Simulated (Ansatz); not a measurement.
The molecule HfP, multiplicity 4 (an upper state: multiplicity 2 came lower at CCSD(T)/def2-TZVPP on PBE0 minima). No spin–orbit coupling.

Constants: fifth-degree fit in 1/R to seven points, most abundant isotopes. Runs in def2 and cc sets follow the lowest solution found near the PBE0 minimum.

Codes used: Ansatz (a first-principles code) with Gaussian orbitals. Each number belongs to the level named beside it. In def2 rows elements past Kr take small-core potentials, without spin–orbit coupling.

```csv
level,r_e (Å),ω_e (cm⁻¹),ω_e x_e (cm⁻¹),dipole (D)
PBE/def2-TZVPP,2.361,400,1.1,4.32
PBE0/def2-TZVPP,2.343,?,1.1,5.04
wB97X-V/def2-TZVPP,?,?,1.3,5.65
```

What belongs in the gaps?


- wB97X-V/def2-TZVPP, r_e (Å): 2.341
- wB97X-V/def2-TZVPP, ω_e (cm⁻¹): 425
- PBE0/def2-TZVPP, ω_e (cm⁻¹): 419
